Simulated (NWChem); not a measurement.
# Lowest excitation of HIOSi

```
Si
O 1 1.6644
H 2 0.9660 1 114.62
I 1 2.4941 2 99.37 3 180.00
```
Charge 0, spin multiplicity 1.

Everything below was run with NWChem. Structure: optimised with PBE0/def2-SVP with def2 effective core potentials on I, a minimum by its harmonic frequencies. It is one conformer; others weren't searched.

Basis set: def2-SVPD.

Effective core potentials replace the inner electrons of I; spin-orbit coupling is left out. The correlated methods keep 10 core orbitals frozen. B3LYP has NWChem's definition, with VWN1-RPA local correlation. The structure started from a generated list of species. Coupled-cluster values serve here as a point of comparison, not as the truth.

Q: One of these methods gave a lowest vertical singlet excitation energy of 3.29 eV. Which?
A) EOM-CCSD
B) TD-B3LYP
C) CIS
D) TD-PBE

A: D, TD-PBE. The others give 3.77 (EOM-CCSD), 4.05 (CIS), 3.52 (TD-B3LYP).
